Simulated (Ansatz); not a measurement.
Mulliken charges of `[CH3][Sn][NH2]` from PBE/def2-TZVPP in Ansatz (PBE0-D4/def2-TZVP geometry).

| atom | x (Å) | y (Å) | z (Å) | charge (e) |
| --- | --- | --- | --- | --- |
| C1 | -0.740 | 0.930 | -0.610 | -0.605 |
| Sn2 | 1.322 | 0.708 | 0.102 | 0.526 |
| N3 | 0.999 | -1.173 | 0.749 | -0.544 |
| H4 | -1.016 | 0.081 | -1.240 | 0.103 |
| H5 | -0.877 | 1.851 | -1.180 | 0.109 |
| H6 | -1.420 | 0.952 | 0.248 | 0.107 |
| H7 | 1.702 | -1.738 | 1.198 | 0.153 |
| H8 | 0.123 | -1.667 | 0.676 | 0.153 |

Problem. By hand: the dipole of these point charges (1 e Å = 4.8032 D).

Solution. Σ q r = (0.527, 0.239, 0.072) e Å, of length 0.583 e Å = 2.80 D.

Problem. How does the dipole of the full density compare? (Estimate.)

Solution. Ansatz gave: (-0.039, -0.150, 0.051) e Å, 0.78 D; the point charges give 3.59 times that, at 124° from its direction, so they point the opposite way.

Point charges leave out the atoms' own dipoles, such as those of lone pairs, and Mulliken's split depends on the basis, so the two needn't agree.
